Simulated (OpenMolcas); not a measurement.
V⁺: the spin-orbit constant, Racah parameters, thermal populations, worked from levels

```json
{
 "Program": "OpenMolcas",
 "Basis": "ANO-RCC-VTZP [6s5p3d2f1g]",
 "Scalar Hamiltonian": "DKH2, point nucleus",
 "Active space": "4 electrons in 5 orbitals (3d)",
 "State averaging": "2S+1 = 5 even, 5 roots; 2S+1 = 3 even, 45 roots; 2S+1 = 1 even, 50 roots (44 in the spin-orbit step)",
 "Spin-orbit coupling": "RASSI with atomic mean-field integrals over the reference wave functions, term energies averaged over their components"
}
```

Methods: CASSCF; MS-CASPT2, IPEA 0.25 Eh, imaginary shift 0.1 Eh (closed shells correlated: 3s 3p). Measured levels: NIST Handbook of Basic Atomic Spectroscopic Data.

**The spin-orbit constant.** For the Hund term 5D of d4, E(J) = (A/2) J(J+1) + constant and ζ = 2S·A = 4A. From J = 0 to J = 4 the energy changes by 10 A.

| Source | E(4) - E(0) | A | ζ |
| --- | --- | --- | --- |
| CASSCF | 374.2 | 37.4 | 150 |
| MS-CASPT2 | 376.5 | 37.6 | 151 |
| measured | 339.2 | 33.9 | 136 |

All in cm-1. MS-CASPT2 is off by +11.0 % and CASSCF by +10.3 %. Both methods take the spin-orbit matrix elements from the reference wave functions, so the second can move ζ only through the term energies and any multistate remixing. Second-order mixing with other terms is absorbed into this ζ.

**Racah parameters.** Above 5D, d4 has 3G at 9B + 4C, 3H at 4B + 4C and 3D at 16B + 4C. The first two fix B and C, and the third tests them; where it misses by thousands of cm-1, two parameters do not describe the configuration (Trees and configuration-interaction terms are left out) and B and C hang on the terms chosen. Term energies are centres of gravity, weighted by 2J + 1.

| Source | 3G | 3H | B | C | C/B | 3D from B, C | 3D found |
| --- | --- | --- | --- | --- | --- | --- | --- |
| CASSCF | 19788 | 15649 | 828 | 3084 | 3.72 | 25584 | 25536 |
| MS-CASPT2 | 15086 | 12109 | 595 | 2432 | 4.09 | 19248 | 19173 |

Energies in cm-1. From CASSCF to MS-CASPT2, B changes by -28.1 % and C by -21.1 %.

**Thermal populations.** Z = Σ (2J + 1) exp(-E/kT) with k = 0.695035 cm-1/K, over the levels below. No other level of either list lies under 2550 cm-1, which is above 7 kT at each temperature.

| Level | 2J + 1 | MS-CASPT2 | measured |
| --- | --- | --- | --- |
| 3d4 5D0 | 1 | 0.0 | 0.0 |
| 3d4 5D1 | 3 | 39.7 | 36.0 |
| 3d4 5D2 | 5 | 118 | 107 |
| 3d4 5D3 | 7 | 231 | 209 |
| 3d4 5D4 | 9 | 376 | 339 |

```csv
T (K),"Z, MS-CASPT2","Z, measured levels","Ground level (%), MS-CASPT2","Ground level (%), measured levels"
300,10.114,10.857,9.9,9.2
```

At 300 K, kT = 209 cm-1, and the computed levels give Z = 1.000 + 2.480 + 2.839 + 2.312 + 1.483 = 10.114.

CASPT2 breaks the degeneracy within a term, and the mean is taken; among the terms shown or strongly mixed into the levels shown the widest spread is 740 cm-1 (3d4 3H, MS-CASPT2). Some high roots are left out of the spin-orbit mixing, which shifts the levels that they would mix with. Without dynamic correlation excited terms often stand tens of per cent too high (terms of higher spin than the ground term too low), and those without a measured partner can miss by more than the paired ones (holds for CASSCF). Measured partners are found by configuration, term and J. A level has none where our copy of the source lacks it or the pairing is in doubt (some pairs that miss far off the trend of their configuration count as doubtful), and it then counts in no deviation. Levels of configurations outside the active space are missing.
